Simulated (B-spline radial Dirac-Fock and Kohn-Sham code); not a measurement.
These are calculated numbers from a radial B-spline solver; the model is ΔSCF Dirac-Fock with Breit, self-energy and vacuum polarisation, finite nucleus, configuration average. Free neutral atoms.

Problem. Order these X-ray lines by photon energy, lowest first.
A. Te Lβ4
B. Sm Lη
C. Sn Lη
D. Pr Lβ1
E. Ce Lβ2
F. Pd Lα1

Solution. F (2839.6 eV), C (3269.7 eV), A (4072.6 eV), D (5489.9 eV), B (5583.3 eV), E (5614.8 eV).
